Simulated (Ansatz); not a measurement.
Cost and result for the atomization energy of C₃H₉BSi, SMILES `C=CB(C)[SiH3]` (14 atoms, 13 bonds).

| atom | x (Å) | y (Å) | z (Å) |
| --- | --- | --- | --- |
| C1 | 0.3894 | -2.2584 | -0.4776 |
| C2 | 0.7414 | -1.1638 | 0.2056 |
| B3 | 0.0536 | 0.2047 | -0.0159 |
| C4 | -0.5996 | 0.6022 | -1.3776 |
| Si5 | -0.0326 | 1.5190 | 1.5278 |
| H6 | -0.3401 | -2.2154 | -1.2810 |
| H7 | 0.7888 | -3.2427 | -0.2487 |
| H8 | 1.4585 | -1.2951 | 1.0151 |
| H9 | -0.7390 | -0.2143 | -2.0906 |
| H10 | 0.0934 | 1.3178 | -1.8461 |
| H11 | -1.5385 | 1.1526 | -1.2672 |
| H12 | -1.3184 | 1.3048 | 2.2594 |
| H13 | 1.0690 | 1.3470 | 2.5188 |
| H14 | -0.0260 | 2.9417 | 1.0778 |

Total charge 0; spin multiplicity 1. The structure was optimised at the PBE0-D4/def2-TZVP level. It is one conformer, not always the lowest. Program: Ansatz. All runs use 4 threads of an Arm Neoverse V1 on a shared host. Times are those of one run each, without the atoms' runs, and a repeat can differ threefold. Electronic energies, without spin–orbit coupling; frozen cores. CCSD(T)/CBS adds CCSD(T) − MP2 in def2-TZVPP to the MP2 limit, and its time is that of the two runs behind it. T1 = 0.012; the RHF reference is unstable towards UHF. B3LYP takes the VWN-RPA correlation (the form of Gaussian; ORCA's B3LYP/G).

CCSD(T)/CBS is a level of theory with its own doubt, some kJ/mol a heavy atom from the limit and from the frozen cores, so smaller differences don't rank the functionals.

```tsv
level	functions	wall time	atomization (kcal/mol)	difference from CCSD(T)/CBS	per bond
PBE-D4/def2-TZVPP (with forces)	292	3.2 s	1268.9	20.7	1.6
PBE0-D4/def2-TZVPP	292	3.4 s	1257.0	8.8	0.7
r2SCAN-D4/def2-TZVPP (with forces)	292	5.5 s	1256.8	8.6	0.7
B3LYP-D4/def2-TZVPP (with forces)	292	5.5 s	1255.7	7.5	0.6
B2PLYP/def2-TZVPP	292	6.5 s	1240.3	-7.9	-0.6
ωB97X-V/def2-TZVPP	292	9 s	1253.8	5.6	0.4
ωB97M-V/def2-TZVPP (with forces)	292	13 s	1254.2	6.0	0.5
MP2/def2-QZVPP	568	38 s	1245.7	-2.5	-0.2
CCSD(T)/def2-TZVPP	292	3.4 min	1222.1	-26.1	-2.0
CCSD(T)/CBS(def2)	–	4.1 min	1248.2	0.0	0.0
```

From PBE to PBE0 (25 % exact exchange), in def2-TZVPP and without D4, the atomization energy moves by −10.9 kcal/mol: exact exchange takes away binding that semilocal exchange gives to molecules. The D4 term adds +10.6 kcal/mol with B3LYP and +5.7 kcal/mol with PBE0; it sums over pairs of atoms, weighted by their polarisabilities, and B3LYP, whose exchange is more repulsive, gets the larger term. In def2-TZVPP, CCSD(T) changes the Hartree–Fock value by +260.6 kcal/mol (the triples alone add +14.5 kcal/mol) and MP2 by +268.8 kcal/mol; breaking electron pairs costs correlation energy, which Hartree–Fock lacks.
